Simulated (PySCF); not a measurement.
Isomers of C6H7F4N, one GFN2-xTB conformer each. Single-point energies are computed at PBE0/pcSseg-1 (PySCF, gas phase, no added dispersion term), electronic only.

Task: Rank them by PBE0/pcSseg-1 energy, lowest first (kcal/mol).
A. `FC([C@]1(CN=C[C@H]1C)F)(F)F`
B. `[CH3:1][C@@H:2]([C:3]#[N:4])[C@@H:5]([F:6])[CH2:7][C:8]([F:9])([F:10])[F:11]` with C1–C2–C5–F6 62°, C2–C5–C7–C8 168°

Result: B (0.0), A (4.0).

As drawn, the lower has a C≡N group, which the higher lacks; the higher has a C=N bond, which the lower lacks. GFN2-xTB itself gives, in the same order: 14.2, 0.0. GFN2-xTB puts C[C@@H]1C=NC[C@]1(F)C(F)(F)F lowest instead.

Task: Which frontier levels, dipoles and rotational constants go with these structures?

Result: 
| SMILES | HOMO (eV, PBE0/pcSseg-1) | LUMO (eV) | dipole (D) | A, B, C (MHz) |
| --- | --- | --- | --- | --- |
| C[C@@H](C#N)[C@@H](F)CC(F)(F)F | -9.76 | 0.28 | 2.88 | 1762, 660.9, 539.6 |
| C[C@@H]1C=NC[C@]1(F)C(F)(F)F | -7.85 | -0.42 | 2.13 | 1645, 1030, 903.7 |
